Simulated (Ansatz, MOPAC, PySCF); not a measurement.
Diatomic LaF, closed-shell singlet (the spin of the measured ground state). No spin–orbit coupling.

Seven points along R, fitted to fifth degree in 1/R; most abundant isotopes. Runs in def2 and cc sets follow the lowest solution found near the PBE0 minimum. The singlet is held restricted. HF and MP2 rows in def2 and cc sets belong to the determinant that coupled cluster picked by its CCSD energy.

The values were computed with Ansatz (a quantum-chemistry and plane-wave program) with Gaussian orbitals; MOPAC for PM6, PM7 (differences of heats of formation); PySCF for LANL2DZ rows. Each number belongs to the level named beside it. In def2 rows elements past Kr take small-core potentials, without spin–orbit coupling.

| level | r_e (Å) | ω_e (cm⁻¹) | ω_e x_e (cm⁻¹) | B_e (cm⁻¹) | D_e (eV) | dipole (D) |
|---|---|---|---|---|---|---|
| PM6 | 2.075 | 549 | 2.2 | 0.234 | - | - |
| PM7 | 2.079 | 522 | 2.0 | 0.233 | - | - |
| HF/def2-TZVPP | 2.080 | 564 | 2.0 | 0.233 | - | - |
| HF/def2-QZVPP | 2.069 | 566 | 2.0 | 0.236 | - | - |
| SVWN5/def2-TZVPP | 2.045 | 597 | 2.2 | 0.241 | - | 1.91 |
| PBE/def2-TZVPP | 2.071 | 568 | 2.2 | 0.235 | - | 1.91 |
| r2SCAN/def2-TZVPP | 2.069 | 575 | 2.1 | 0.236 | - | 1.92 |
| B97M-V/def2-TZVPP | 2.067 | 574 | 2.1 | 0.236 | 6.46 | 1.96 |
| B3LYP/LANL2DZ | 2.134 | 580 | 2.4 | 0.222 | - | 2.84 |
| B3LYP/def2-TZVPP | 2.077 | 566 | 2.1 | 0.234 | - | 2.20 |
| PBE0/def2-TZVPP | 2.058 | 581 | 2.1 | 0.238 | - | 1.91 |
| BHLYP/def2-TZVPP | 2.068 | 576 | 2.1 | 0.236 | - | 2.19 |
| CAM-B3LYP/def2-TZVPP | 2.072 | 573 | 2.1 | 0.235 | - | 2.14 |
| wB97X-V/def2-TZVPP | 2.071 | 572 | 2.1 | 0.235 | - | 1.87 |
| wB97M-V/def2-TZVPP | 2.071 | 570 | 2.0 | 0.235 | 6.68 | 1.98 |
| B2PLYP/def2-TZVPP | 2.074 | 570 | 2.1 | 0.234 | - | - |
| MP2/def2-TZVPP | 2.067 | 577 | 2.1 | 0.236 | - | - |
| MP2/def2-QZVPP | 2.053 | 578 | 2.1 | 0.239 | - | - |
| MP2/CBS(def2-TZVPP, def2-QZVPP) | 2.051 | 578 | 2.1 | 0.240 | - | - |
| SCS-MP2/def2-TZVPP | 2.074 | 571 | 2.0 | 0.235 | - | - |
| SCS-MP2/def2-QZVPP | 2.060 | 571 | 2.1 | 0.238 | - | - |
| CCSD/def2-TZVPP | 2.074 | 569 | 2.0 | 0.234 | 6.34 | - |
| CCSD/def2-QZVPP | 2.060 | 572 | 2.1 | 0.238 | 6.49 | - |
| CCSD(T)/def2-TZVPP | 2.075 | 569 | 2.0 | 0.234 | 6.50 | - |
| CCSD(T)/def2-QZVPP | 2.061 | 571 | 2.1 | 0.237 | 6.66 | - |
| CCSD(T)/CBS(def2-TZVPP, def2-QZVPP) | 2.058 | 570 | 2.1 | 0.238 | 6.73 | - |

D_e counts from each atom's lowest state at the same level, without counterpoise or zero-point energy.

Correlated levels freeze the inner cores; with def2 sets outer-core shells near the valence are correlated too. CBS(a, b) extrapolates the correlation energy as X⁻³ and adds the Hartree–Fock energy of set b. Rows in LANL2DZ carry no dispersion term and start afresh at each structure. LANL2DZ brings its own core potentials from Na on. The state that PM6, PM7 reach isn't checked; PM7 holds dispersion and hydrogen-bond terms.

Doubts at one or more of the structures used: a restricted determinant that unrestricted orbitals would lower (HF/def2-TZVPP, HF/def2-QZVPP, B2PLYP/def2-TZVPP, MP2/def2-TZVPP, MP2/def2-QZVPP, MP2/CBS(def2-TZVPP, def2-QZVPP), SCS-MP2/def2-TZVPP, SCS-MP2/def2-QZVPP, CCSD/def2-TZVPP, CCSD/def2-QZVPP, CCSD(T)/def2-TZVPP, CCSD(T)/def2-QZVPP, CCSD(T)/CBS(def2-TZVPP, def2-QZVPP)).

Measured for the ground state: D_0 6.792 ± 0.18 eV (a handbook's tabulated 298 K bond energy less 3RT/2; such tables hold older values) [Luo, bond dissociation energies, CRC Handbook].
